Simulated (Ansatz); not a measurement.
System: GeH₂, charge 0, singlet. GeH2 (SMILES [GeH2]).
B3LYP-D3(BJ)/def2-TZVP minimum from Ansatz (a quantum-chemistry and plane-wave program):
```xyz
3

Ge    -0.0030    -0.0010     0.0661
H      0.0397    -1.1207    -1.0751
H      0.0547     1.1536    -1.0391
```
Charge 0, spin multiplicity 1.

Total energies in cc-pVQZ, 6 correlated electrons, 14 frozen orbitals. Open shells are spin-unrestricted; no spin-orbit coupling. Cores are frozen in correlated methods (noble-gas shells, and filled d and f shells in the p block). No relativity. The restricted determinant of H2Ge ([GeH2], singlet) is unstable towards broken spin symmetry in at least one set run.

```csv
method,program,energy (Eh),minus CCSDT(Q) (mEh)
HF,Ansatz,-2076.51896,137.95
MP2,Ansatz,-2076.62931,27.60
CCSD,Ansatz,-2076.65252,4.39
CCSD(T),Ansatz,-2076.65614,0.77
CCSDT(Q),Ansatz,-2076.65691,0.00
```

Rough core times of Ansatz's runs on a shared machine: CCSD(T) under 20 s, CCSDT(Q) 3 min.
